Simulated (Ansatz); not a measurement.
`F[SiH](F)C[O][AlH2]` + `N=C=O` → `O=C=[N][AlH2]` + `OC[SiH](F)F`  (ligand exchange at the Al–O bond)

Computed with Ansatz on PBE0-D4/def2-TZVP structures; ΔE is electronic, products minus reactants. CBS: MP2 limit from def2 TZ/QZ plus the TZ coupled-cluster correction, frozen cores. This one scheme is used for every species. Functionals use def2-TZVPP. B3LYP here is the variant with VWN-RPA as its local correlation; programs differ in this. Each species was taken in one conformer, which may not be the lowest.

`F[SiH](F)C[O][AlH2]`:

Cartesian coordinates in Å:
```
F -0.910 -2.743 1.020
Si 0.064 -1.751 0.246
F 0.481 -2.469 -1.106
C -0.821 -0.150 -0.119
O 0.111 0.733 -0.697
Al 0.726 2.247 -0.252
H 1.287 -1.558 1.054
H -1.267 0.251 0.804
H -1.652 -0.328 -0.814
H 1.795 2.872 -1.224
H 0.187 2.896 1.088
```

`N=C=O`:

```xyz
4

N    -0.218    0.063   -0.731
C     0.360    0.057    0.330
O     1.027    0.101    1.278
H    -1.170   -0.221   -0.877
```

`O=C=[N][AlH2]`:

```xyz
6

O     1.749   -1.019    2.071
C     1.044   -0.610    1.237
N     0.320   -0.191    0.383
Al   -0.746    0.435   -0.883
H    -2.123   -0.297   -1.103
H    -0.244    1.682   -1.705
```

`OC[SiH](F)F`:

Cartesian coordinates in Å:
```
O -0.983 0.999 1.050
C -0.540 -0.289 0.650
Si 0.790 -0.208 -0.659
F 2.133 0.402 -0.076
F 0.268 0.806 -1.772
H -1.264 1.485 0.270
H -1.371 -0.919 0.299
H -0.144 -0.779 1.545
H 1.112 -1.496 -1.308
```

| level | ΔE (kcal/mol) | difference from CCSD(T)/CBS |
| --- | --- | --- |
| PBE-D4 | -0.9 | 0.9 |
| r2SCAN-D4 | -1.5 | 0.3 |
| PBE0-D4 | -2.2 | -0.4 |
| B3LYP-D4 | -1.1 | 0.7 |
| ωB97X-V | -1.8 | 0.0 |
| ωB97M-V | -1.7 | 0.1 |
| B2PLYP | -1.6 | 0.2 |
| PBE | -1.4 | 0.4 |
| r2SCAN | -1.7 | 0.1 |
| PBE0 | -2.6 | -0.8 |
| B3LYP | -1.8 | 0.0 |
| HF/def2-TZVPP | -4.7 | -2.9 |
| MP2/def2-TZVPP | -1.9 | -0.1 |
| SCS-MP2/def2-TZVPP | -2.0 | -0.2 |
| CCSD/def2-TZVPP | -2.3 | -0.5 |
| CCSD(T)/def2-TZVPP | -1.8 | 0.0 |
| HF/def2-QZVPP | -4.4 | -2.6 |
| MP2/def2-QZVPP | -1.9 | -0.1 |
| SCS-MP2/def2-QZVPP | -1.9 | -0.1 |
| HF/CBS(def2) | -4.4 | -2.6 |
| MP2/CBS(def2) | -2.0 | -0.2 |
| CCSD/CBS(def2) | -2.3 | -0.5 |
| CCSD(T)/CBS | -1.8 | 0 |

Largest T1 diagnostic among the species: 0.018.

From PBE to PBE0 (25 % exact exchange), in def2-TZVPP and without D4, ΔE moves by −1.2 kcal/mol. In def2-TZVPP, CCSD(T) changes the Hartree–Fock value by +2.9 kcal/mol (the triples alone add +0.5 kcal/mol) and MP2 by +2.7 kcal/mol.
